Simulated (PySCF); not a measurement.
# Radial density of Ag⁺ (silver, charge +1)

UHF, [Kr] 4d9 5p1, one real determinant (an excited configuration). Computed with PySCF 2.14 in aug-cc-pVTZ-PP with one added diffuse shell each of s, p, d, f, g type with ECP28MDF (7s7p6d4f3g, 113 functions), with a scalar-relativistic core potential. This is the valence pseudo-density: the core potential removes the inner electrons and smooths the orbitals near the nucleus.

| r (bohr) | 4πr²ρ (e/bohr) | 4πr²(ρα − ρβ) |
| --- | --- | --- |
| 0.0180 | 1.315e-05 | 0.0000 |
| 0.0304 | 3.303e-05 | 0.0000 |
| 0.0511 | 7.915e-05 | 0.0000 |
| 0.0859 | 0.0003376 | 0.0000 |
| 0.144 | 0.003661 | 0.0003 |
| 0.243 | 0.05848 | 0.0044 |
| 0.409 | 1.368 | 0.0725 |
| 0.687 | 13.75 | 0.5888 |
| 1.16 | 14.56 | 0.8503 |
| 1.94 | 2.918 | 0.4110 |
| 3.27 | 0.4769 | 0.3492 |
| 5.50 | 0.08713 | 0.0865 |
| 9.26 | 0.001371 | 0.0014 |

⟨L²⟩ = 8.04 against 12 for a pure F term, so this real determinant mixes terms. Energies and moments cover only the electrons outside the core potential.
